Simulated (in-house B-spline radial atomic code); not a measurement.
Configurations of Os IX (Os8+), with energies counted from [Xe] 4f14. Level of theory: Dirac-Hartree-Fock, average of configuration, Fermi nucleus of rms radius 5.4126 fm; calculated with an all-electron radial atomic-structure program (B-spline basis). Energies include first-order Breit, QED and recoil terms.

Occupations are held fixed; configurations that lie above the ionisation limit could autoionise.

```csv
configuration,E - E(ref) (eV),highest orbital,its <r> (bohr)
[Xe] (4f5/2)5 (4f7/2)8 (8p1/2)1,150.22,8p1/2,5.278
[Kr] 4d10 4f14 5s2 (5p1/2)1 (5p3/2)4 (7g9/2)1,158,7g9/2,6.857
[Xe] (4f5/2)5 (4f7/2)8 (8f7/2)1,162.19,8f7/2,7.541
[Xe] (4f5/2)5 (4f7/2)8 (9g9/2)1,170.78,9g9/2,12.11
[Kr] (4d3/2)4 (4d5/2)5 4f14 5s2 5p6 (6f5/2)1,370.33,6f5/2,3.499
[Kr] (4d3/2)4 (4d5/2)5 4f14 5s2 5p6 8s1,377.22,8s1/2,4.955
[Kr] (4d3/2)4 (4d5/2)5 4f14 5s2 5p6 (9g7/2)1,400.73,9g7/2,12.11
```

Task: Order these further configurations by energy, lowest first.
A. [Kr] 4d10 4f14 5s2 (5p1/2)1 (5p3/2)4 (7d3/2)1
B. [Xe] (4f5/2)6 (4f7/2)7 (6g7/2)1
C. [Kr] (4d3/2)4 (4d5/2)5 4f14 5s2 5p6 (7f5/2)1
D. [Kr] 4d10 4f14 5s2 (5p1/2)1 (5p3/2)4 (6g9/2)1
E. [Xe] (4f5/2)5 (4f7/2)8 (9d5/2)1

Result: A (140.35 eV), D (149.76 eV), B (150.77 eV), E (163.6 eV), C (383.95 eV).

Task: How far above the reference does [Kr] (4d3/2)4 (4d5/2)5 4f14 5s2 5p6 (8p3/2)1 lie?

Result: 381.13 eV; its least bound orbital is 8p3/2 with <r> = 5.432 bohr.

Task: How far above the reference does [Kr] 4d10 4f14 5s2 (5p1/2)2 (5p3/2)3 (8d5/2)1 lie?

Result: 138.55 eV; its least bound orbital is 8d5/2 with <r> = 6.233 bohr.
